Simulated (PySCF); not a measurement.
PySCF input file for GeH6O2Si, SMILES O[SiH2][GeH2][OH], TDDFT-PBE/def2-SVPD. Coordinates come from a B3LYP-D3(BJ)/def2-SVP optimisation. The structure was generated by enumeration, and PubChem lists no compound with its InChIKey, so it may never have been made. One conformer was computed; it need not be the lowest.

```python
import numpy as np
from pyscf import gto, scf, dft, tdscf

mol = gto.M(
    atom='''
    O     1.00463614    1.93080184   -0.00000000
    Si   -0.59482646    1.46751881    0.00000000
    Ge   -0.34053473   -0.92341677   -0.00000000
    O     1.48059157   -0.80328696    0.00000000
    H     1.59582371    1.15334058   -0.00000000
    H    -1.32203738    1.95229698    1.20752279
    H    -1.32203738    1.95229697   -1.20752279
    H    -0.78446876   -1.71646258    1.25453435
    H    -0.78446876   -1.71646258   -1.25453433
    H     1.96004865   -1.64105522    0.00000000
    ''',
    basis='def2-SVPD',
    charge=0,
    spin=0,
    symmetry=True,
    max_memory=1600,
    verbose=4,
)
mf = dft.RKS(mol, xc='pbe').density_fit(auxbasis='def2-universal-jkfit')
mf.grids.level = 3
mf.conv_tol = 1e-9
mf.max_cycle = 100
mf.kernel()
mf.grids = dft.Grids(mol).set(level=1).build(with_non0tab=True)  # coarser grid for the response kernel
td = tdscf.TDDFT(mf)
td.singlet = True
td.nstates = 10
td.conv_tol = 1e-4
td.positive_eig_threshold = 1e-6
td.kernel(x0=td.get_init_guess(mf, 15))
td.analyze()
tt = tdscf.TDA(mf)
tt.singlet = False
tt.nstates = 4
tt.conv_tol = 1e-4
tt.positive_eig_threshold = 1e-6
tt.kernel(x0=tt.get_init_guess(mf, 9))
tt.analyze(verbose=3)
```

Output:

```
PySCF version 2.14.0

[INPUT] verbose = 4
[INPUT] num. atoms = 10
[INPUT] num. electrons = 68
[INPUT] charge = 0
[INPUT] spin (= nelec alpha-beta = 2S) = 0
[INPUT] symmetry True subgroup None
[INPUT] Mole.unit = angstrom
[INPUT] Symbol           X                Y                Z      unit          X                Y                Z       unit  Magmom
[INPUT]  1 O      1.004636140000   1.930801840000   0.000000000000 AA    1.898487159440   3.648686678406   0.000000000000 Bohr   0.0
[INPUT]  2 Si    -0.594826460000   1.467518810000   0.000000000000 AA   -1.124059101045   2.773208633548   0.000000000000 Bohr   0.0
[INPUT]  3 Ge    -0.340534730000  -0.923416770000   0.000000000000 AA   -0.643517375603  -1.745004794130   0.000000000000 Bohr   0.0
[INPUT]  4 O      1.480591570000  -0.803286960000   0.000000000000 AA    2.797912569640  -1.517992353834   0.000000000000 Bohr   0.0
[INPUT]  5 H      1.595823710000   1.153340580000   0.000000000000 AA    3.015669754987   2.179497824547   0.000000000000 Bohr   0.0
[INPUT]  6 H     -1.322037380000   1.952296980000   1.207522790000 AA   -2.498288574638   3.689306606015   2.281887362271 Bohr   0.0
[INPUT]  7 H     -1.322037380000   1.952296970000  -1.207522790000 AA   -2.498288574638   3.689306587118  -2.281887362271 Bohr   0.0
[INPUT]  8 H     -0.784468760000  -1.716462580000   1.254534350000 AA   -1.482431109677  -3.243644179264   2.370726335359 Bohr   0.0
[INPUT]  9 H     -0.784468760000  -1.716462580000  -1.254534330000 AA   -1.482431109677  -3.243644179264  -2.370726297565 Bohr   0.0
[INPUT] 10 H      1.960048650000  -1.641055220000   0.000000000000 AA    3.703955139323  -3.101144921088   0.000000000000 Bohr   0.0

nuclear repulsion = 372.167144401231
point group symmetry = Cs
symmetry origin: [-1.11160363e-09 -3.05690984e-09  5.55801797e-10]
symmetry axis x: [ 1.00000000e+00  1.15167793e-09 -3.98949485e-10]
symmetry axis y: [ 1.15167793e-09 -1.00000000e+00  2.14191480e-10]
symmetry axis z: [3.98949484e-10 2.14191586e-10 1.00000000e+00]
num. orbitals of irrep A' = 103
num. orbitals of irrep A" = 53
number of shells = 66
number of NR pGTOs = 248
number of NR cGTOs = 156
basis = def2-SVPD
ecp = {}


[settings echo left out]
init E= -2518.99138341911
HOMO (A') = -0.290649402538536  LUMO (A') = -0.0940656525914823  gap/eV = 5.34932
cycle= 1 E= -2519.27334848244  delta_E= -0.282  |g|= 1.19  |ddm|= 3.63
HOMO (A") = -0.0727950732482983  LUMO (A') = -0.0318910253002986  gap/eV = 1.11306
cycle= 2 E= -2517.14410160061  delta_E= 2.13  |g|= 3.29  |ddm|= 3.31
HOMO (A') = -0.247677270398915  LUMO (A') = -0.0644100158574075  gap/eV = 4.98696
cycle= 3 E= -2519.50165647003  delta_E= -2.36  |g|= 0.295  |ddm|= 2.84
HOMO (A") = -0.248458461174927  LUMO (A') = -0.0638555423825595  gap/eV = 5.02330
cycle= 4 E= -2519.517690951  delta_E= -0.016  |g|= 0.177  |ddm|= 0.527
HOMO (A") = -0.256603562500849  LUMO (A') = -0.0666485318362793  gap/eV = 5.16894
cycle= 5 E= -2519.52196277421  delta_E= -0.00427  |g|= 0.0518  |ddm|= 0.149
HOMO (A') = -0.255099569321892  LUMO (A') = -0.0651324426799476  gap/eV = 5.16927
cycle= 6 E= -2519.52254346163  delta_E= -0.000581  |g|= 0.0226  |ddm|= 0.0651
HOMO (A') = -0.254729978341243  LUMO (A') = -0.0645420438245159  gap/eV = 5.17528
cycle= 7 E= -2519.52264276265  delta_E= -9.93e-05  |g|= 0.00453  |ddm|= 0.0206
HOMO (A') = -0.255014938019231  LUMO (A') = -0.0648158367299003  gap/eV = 5.17558
cycle= 8 E= -2519.52264702686  delta_E= -4.26e-06  |g|= 0.000848  |ddm|= 0.00591
HOMO (A') = -0.255042705458283  LUMO (A') = -0.0648207093595285  gap/eV = 5.17620
cycle= 9 E= -2519.5226472243  delta_E= -1.97e-07  |g|= 0.00019  |ddm|= 0.0014
HOMO (A') = -0.255036778033577  LUMO (A') = -0.0648207924895519  gap/eV = 5.17604
cycle= 10 E= -2519.52264723243  delta_E= -8.13e-09  |g|= 7.14e-05  |ddm|= 0.00039
HOMO (A') = -0.25504242453826  LUMO (A') = -0.0648227773873922  gap/eV = 5.17614
cycle= 11 E= -2519.52264723417  delta_E= -1.73e-09  |g|= 1.29e-05  |ddm|= 0.000144
HOMO (A') = -0.25504016476638  LUMO (A') = -0.0648214717389339  gap/eV = 5.17611
cycle= 12 E= -2519.52264723422  delta_E= -5.68e-11  |g|= 2e-06  |ddm|= 2.3e-05
HOMO (A') = -0.255040383261386  LUMO (A') = -0.0648216532690804  gap/eV = 5.17612
Extra cycle  E= -2519.52264723423  delta_E= -2.27e-12  |g|= 2.64e-06  |ddm|= 6.15e-06
converged SCF energy = -2519.52264723423
tot grids = 39024
Overwritten attributes  positive_eig_threshold  of <class 'pyscf.tdscf.rks.CasidaTDDFT'>


******** <class 'pyscf.tdscf.rks.CasidaTDDFT'> for <class 'pyscf.df.df_jk.DFSymAdaptedRKS'> ********
nstates = 10 singlet
deg_eia_thresh = 1.000e-03
wfnsym = None
conv_tol = 0.0001
eigh lindep = 1e-12
eigh level_shift = 0
eigh max_cycle = 100


Excitation energies (eV)
[5.29467515 5.38688573 5.6253794  6.40538949 6.61738886 6.71196141
 6.87796515 6.92240684 6.9254948  6.9623929 ]

** Singlet excitation energies and oscillator strengths **
Excited State   1:   A"      5.29468 eV    234.17 nm  f=0.0000
      33 -> 35        0.70378
Excited State   2:   A'      5.38689 eV    230.16 nm  f=0.0118
      34 -> 35       -0.70230
Excited State   3:   A"      5.62538 eV    220.40 nm  f=0.0044
      32 -> 35        0.70309
Excited State   4:   A"      6.40539 eV    193.56 nm  f=0.0057
      33 -> 36       -0.70324
Excited State   5:   A'      6.61739 eV    187.36 nm  f=0.1323
      31 -> 35        0.13068
      33 -> 37        0.11876
      34 -> 36       -0.63157
      34 -> 39        0.22662
Excited State   6:   A"      6.71196 eV    184.72 nm  f=0.0033
      32 -> 36       -0.69329
Excited State   7:   A'      6.87797 eV    180.26 nm  f=0.0271
      31 -> 35        0.58636
      32 -> 37        0.10318
      33 -> 37       -0.17951
      34 -> 38       -0.26657
      34 -> 39       -0.18081
Excited State   8:   A'      6.92241 eV    179.11 nm  f=0.0223
      31 -> 35       -0.23623
      33 -> 37        0.17382
      34 -> 38       -0.62838
Excited State   9:   A"      6.92549 eV    179.03 nm  f=0.0000
      33 -> 38        0.68015
      34 -> 37       -0.14667
Excited State  10:   A'      6.96239 eV    178.08 nm  f=0.0206
      29 -> 35       -0.10058
      31 -> 35       -0.17440
      33 -> 37       -0.61355
      34 -> 38       -0.13360
      34 -> 39        0.22359

** Transition electric dipole moments (AU) **
state          X           Y           Z        Dip. S.      Osc.
  1         0.0000     -0.0000      0.0157      0.0002      0.0000
  2        -0.2443     -0.1730      0.0000      0.0896      0.0118
  3         0.0000      0.0000      0.1796      0.0322      0.0044
  4         0.0000      0.0000     -0.1902      0.0362      0.0057
  5         0.0895     -0.8990      0.0000      0.8163      0.1323
  6        -0.0000     -0.0000      0.1425      0.0203      0.0033
  7         0.3340      0.2219     -0.0000      0.1608      0.0271
  8        -0.3394      0.1264      0.0000      0.1312      0.0223
  9        -0.0000     -0.0000     -0.0160      0.0003      0.0000
 10        -0.1283     -0.3226      0.0000      0.1206      0.0206

** Transition velocity dipole moments (imaginary part, AU) **
state          X           Y           Z        Dip. S.      Osc.
  1        -0.0000      0.0000     -0.0008      0.0000      0.0000
  2        -0.0524     -0.0322     -0.0000      0.0038      0.0127
  3         0.0000     -0.0000      0.0341      0.0012      0.0037
  4        -0.0000     -0.0000     -0.0479      0.0023      0.0065
  5         0.0243     -0.2274     -0.0000      0.0523      0.1434
  6         0.0000      0.0000      0.0387      0.0015      0.0040
  7         0.0873      0.0566     -0.0000      0.0108      0.0286
  8        -0.0932      0.0338      0.0000      0.0098      0.0257
  9         0.0000      0.0000     -0.0097      0.0001      0.0002
 10        -0.0325     -0.0855      0.0000      0.0084      0.0218

** Transition magnetic dipole moments (imaginary part, AU) **
state          X           Y           Z
  1        -0.2818      0.0411      0.0000
  2        -0.0000     -0.0000     -0.2617
  3         0.0011      0.9345     -0.0000
  4        -0.4274      0.3306     -0.0000
  5         0.0000     -0.0000     -0.8896
  6        -0.3310     -0.2841     -0.0000
  7        -0.0000      0.0000     -0.6363
  8        -0.0000      0.0000      1.1497
  9         0.4458      0.7128     -0.0000
 10         0.0000     -0.0000     -0.1207
Overwritten attributes  positive_eig_threshold  of <class 'pyscf.tdscf.rks.TDA'>


******** <class 'pyscf.tdscf.rks.TDA'> for <class 'pyscf.df.df_jk.DFSymAdaptedRKS'> ********
nstates = 4 triplet
deg_eia_thresh = 1.000e-03
wfnsym = None
conv_tol = 0.0001
eigh lindep = 1e-12
eigh level_shift = 0
eigh max_cycle = 100


Excitation energies (eV)
[4.89950307 5.11355328 5.40772599 5.99022283]

** Triplet excitation energies and oscillator strengths **
Excited State   1:   A'      4.89950 eV    253.05 nm  f=0.0000
Excited State   2:   A"      5.11355 eV    242.46 nm  f=0.0000
Excited State   3:   A"      5.40773 eV    229.27 nm  f=0.0000
Excited State   4:   A'      5.99022 eV    206.98 nm  f=0.0000
```

Self-consistency was reached.

Cost: very roughly 50 core-seconds.
